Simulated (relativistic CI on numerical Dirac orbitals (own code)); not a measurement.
## Sensitivity of the levels of Ho X to α and to the nuclear radius

These numbers are calculated, not measured: Dirac-Coulomb-Breit CI, orbitals from a KLI potential per configuration, derivatives by finite differences, unscaled Slater integrals, QED left out (own radial code, finite nucleus).

Configuration list (outside the closed core [Kr] 4d10): 4f9 5s2 5p, 4f11 5s, 4f9 5s2 6s. The list is cut by size and lacks configurations that can hold low levels.

With x = (α/α₀)² − 1 an excitation energy changes as ω = ω₀ + qx; K = 2q/ω₀ is the relative enhancement. Terms are leading LS components, so labels can repeat. The field-shift factor is F = δν/δ⟨r²⟩ for the transition from the lowest level.

Lowest level 4f9 5s2 5p 7G_7.

```csv
Level,ω₀ (cm⁻¹),q (cm⁻¹),K,F (GHz/fm²)
4f9 5s2 5p 7H_6,3106.4,4484,2.89,0.173
4f9 5s2 5p 7H_8,3783.1,2152,1.14,-0.263
4f9 5s2 5p 7H_5,5994.8,7152,2.39,0.266
4f9 5s2 5p 7H_4,8745.3,8981,2.05,0.302
4f9 5s2 5p 7D_5,9601.4,2985,0.622,0.17
4f9 5s2 5p 7I_7,11404.8,3846,0.675,0.00796
4f9 5s2 5p 7H_3,11578.1,10910,1.88,0.313
4f9 5s2 5p 7D_4,13056.5,3976,0.609,0.315
4f9 5s2 5p 7I_6,14176.7,5190,0.732,0.0818
4f9 5s2 5p 7H_2,14984.8,13200,1.76,0.15
4f9 5s2 5p 7G_3,15373.7,6343,0.825,0.485
4f9 5s2 5p 7G_5,16057.6,7311,0.911,0.128
4f9 5s2 5p 7G_1,17161.8,8895,1.04,0.498
4f9 5s2 5p 7G_2,17239.1,9568,1.11,0.36
4f9 5s2 5p 7I_4,18055.8,9685,1.07,0.187
4f9 5s2 5p 7I_3,18813.1,9852,1.05,0.381
4f9 5s2 5p 5G_5,19388.0,3079,0.318,0.226
4f9 5s2 5p 7G_4,20241.0,6864,0.678,0.195
4f9 5s2 5p 5G_6,20625.8,4428,0.429,0.169
4f9 5s2 5p 7D_3,22292.8,10760,0.965,0.0652
4f9 5s2 5p 7F_2,24426.5,9407,0.77,0.186
4f9 5s2 5p 5D_1,26078.5,7312,0.561,0.293
4f9 5s2 5p 5D_0,27609.6,7531,0.546,0.432
```

At this charge energies of transitions that change n are usually good to better than 1 %, and those within a shell (Δn = 0) to a few per cent. Terms inside the open d or f shell come out 10 to 20 % too wide with unscaled integrals. Levels and lines within the n = 5 or 6 shells can be off by up to 10 % or somewhat more, and those that change n by about 2 %, since core polarisation is missing.
